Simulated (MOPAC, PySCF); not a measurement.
H5InN2, SMILES `[NH2][InH][NH2]` (H–N–In–N torsion -12°, N–In–N–H torsion -12°), neutral singlet in the gas phase. 

Cartesian coordinates (Å):
SMILES: [NH2][InH][NH2]
```xyz
8

N      1.6433     0.2213     0.2570
In     0.0444    -0.5896    -0.6515
N     -1.6823     0.2961    -0.1287
H      1.5902     1.0901     0.7620
H      2.5852     0.0400    -0.0456
H      0.1420    -1.8842    -1.7437
H     -1.7431     0.9400     0.6422
H     -2.5796    -0.1137    -0.3247
```
Charge 0, spin multiplicity 1.

All levels are single points at this geometry (CAM-B3LYP-D3(BJ)/def2-TZVP); Pople sets use spherical d functions. Orbital energies aren't observables, and empty levels follow the basis.

```json
[
 {"level": "CAM-B3LYP-D3(BJ)/def2-TZVP in PySCF", "HOMO (eV)": "-7.98", "LUMO (eV)": "0.38", "gap (eV)": "8.36", "dipole (D)": "0.24", "vertical IE, Delta-SCF (eV)": "–"},
 {"level": "B3LYP/6-31G* (LANL2DZ on In) in PySCF", "HOMO (eV)": "-5.84", "LUMO (eV)": "-0.23", "gap (eV)": "5.61", "dipole (D)": "0.47", "vertical IE, Delta-SCF (eV)": "8.20"},
 {"level": "B3LYP/LANL2DZ in PySCF", "HOMO (eV)": "-5.96", "LUMO (eV)": "-0.29", "gap (eV)": "5.67", "dipole (D)": "0.30", "vertical IE, Delta-SCF (eV)": "–"},
 {"level": "M06-2X/6-31G* (LANL2DZ on In) in PySCF", "HOMO (eV)": "-7.52", "LUMO (eV)": "0.46", "gap (eV)": "7.98", "dipole (D)": "0.35", "vertical IE, Delta-SCF (eV)": "–"},
 {"level": "SVWN5/6-31G* (LANL2DZ on In) in PySCF", "HOMO (eV)": "-4.82", "LUMO (eV)": "-0.80", "gap (eV)": "4.03", "dipole (D)": "0.71", "vertical IE, Delta-SCF (eV)": "8.12"},
 {"level": "PM7 in MOPAC", "HOMO (eV)": "-8.57", "LUMO (eV)": "0.94", "gap (eV)": "9.51", "dipole (D)": "0.77", "vertical IE, Delta-SCF (eV)": "–"}
]
```
